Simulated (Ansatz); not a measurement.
Relaxation of AsBH$_{4}$O (7 atoms, charge 0, multiplicity 1), to a largest force component of 0.015 eV/Å in at most 40 steps.

These are results of RKS PBE/def2-SVP in Ansatz, not measurements.

```xyz
7
Properties=species:S:1:pos:R:3:forces:R:3
O -1.442 0.083 -0.333 -0.73 0.68 0.92
B -0.202 -0.392 -0.439 0.19 -0.44 0.39
As 0.950 -0.255 1.223 0.58 0.68 -0.03
H -2.040 0.008 -1.078 -0.23 -0.12 -0.76
H 0.174 -0.912 -1.436 0.41 -0.23 -0.79
H -0.095 -0.842 2.121 -0.58 -0.10 0.45
H 1.557 -1.617 1.028 0.37 -0.47 -0.18
```

Task: Where does it end, and by what steps?

Result: It converged. After 8 steps the energy has fallen by 0.117 eV; H6 moved furthest, 0.17 Å.

```tsv
step	energy less start (eV)	largest force component (eV/Å)	accepted
0	0.0000	0.925	yes
1	-0.0326	0.751	yes
2	-0.0982	0.276	yes
3	-0.1038	0.237	yes
4	-0.1121	0.167	yes
5	-0.1150	0.110	yes
6	-0.1168	0.024	yes
7	-0.1169	0.022	yes
8	-0.1170	0.012	yes
```

```xyz
7
Properties=species:S:1:pos:R:3
O -1.528 0.009 -0.305
B -0.242 -0.416 -0.418
As 0.991 -0.293 1.209
H -2.006 -0.016 -1.155
H 0.211 -0.774 -1.497
H -0.066 -0.723 2.237
H 1.541 -1.714 1.015
```

Run time: 21 s on 1 thread of Intel(R) Xeon(R) Platinum 8259CL CPU @ 2.50GHz (Skylake/Cascade Lake), on a shared host, peak memory 0.16 GiB.
